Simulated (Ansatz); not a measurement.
Process, species as SMILES: [GaH] (GaH) (closed-shell singlet) → Ga atom + H atom
B3LYP-D3(BJ)/def2-TZVP geometries, fixed; electronic energies without zero-point terms.

Energies in hartree at wB97M-V with Ansatz (an electronic-structure program); the atomisation energy is their sum with the coefficients shown, times 627.509 kcal/mol a hartree. All functions are spherical. The program fits the integrals of some runs and decomposes those of others, by size. Open shells are unrestricted. The functional holds VV10 correlation; no added dispersion term, no relativity.

```json
[
 {"species": "[GaH] (GaH) (closed-shell singlet)", "coefficient": "-1", "part": "wB97M-V", "aug-cc-pVDZ": "-1925.27751", "aug-cc-pVTZ": "-1925.34578", "aug-cc-pVQZ": "-1925.34926"},
 {"species": "Ga atom", "coefficient": "+1", "part": "wB97M-V", "aug-cc-pVDZ": "-1924.67639", "aug-cc-pVTZ": "-1924.74169", "aug-cc-pVQZ": "-1924.74518"},
 {"species": "H atom", "coefficient": "+1", "part": "wB97M-V", "aug-cc-pVDZ": "-0.49284", "aug-cc-pVTZ": "-0.49433", "aug-cc-pVQZ": "-0.49459"}
]
```

**Question.** Predict the atomisation energy in aug-cc-pV5Z (X = 5): let each wB97M-V step shrink by the ratio of the last two. Compare with the run.

**Answer.** 
- [GaH] (GaH) (closed-shell singlet): steps -0.06827 and -0.00348, ratio 0.051, so wB97M-V -1925.34944 (run: -1925.35244).
- Ga atom: steps -0.06530 and -0.00349, ratio 0.053, so wB97M-V -1924.74536 (run: -1924.74847).
- H atom: steps -0.00149 and -0.00026, ratio 0.174, so wB97M-V -0.49464 (run: -0.49465).
Predicted 68.67 kcal/mol; the run in aug-cc-pV5Z gives 68.60, a miss of 0.08. Keeping the value in aug-cc-pVQZ, 68.71, would miss by 0.11. All sums are of the energies as printed.
